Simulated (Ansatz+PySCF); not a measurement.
Values are calculated unless marked as measured or tabulated.
Several solutions for singlet BeO

```yaml
atoms:
  - { symbol: Be, position_ang: [0.0000, 0.0000, -1.6062] }
  - { symbol: O, position_ang: [0.0000, 0.0000, 0.8031] }
```

Basis set: STO-3G (spherical functions). Charge 0, multiplicity 1.

PBE0 (restricted) was run from several starts with Ansatz (development build ahead of 0.2.0).

```csv
run,program,start,converged,energy (hartree),<S²>
A,Ansatz,search for the lowest state,yes,-88.31456,0.00
B,Ansatz,stability test followed,yes,-88.31456,0.00
C,Ansatz,"atomic start, no search",yes,-88.30946,0.00
```

(1) Which runs reached the lowest solution of this kind, and what is wrong with the others?

Answers

(1) A, B reached the lowest solution found. Converged but too high: C by 0.14 eV. Convergence only shows a stationary point, and even a stable one can lie too high; stability tests and further starts are what find lower ones. Caution: another spin multiplicity may lie lower. Caution: an unrestricted determinant lies well below (2.16 eV lower).
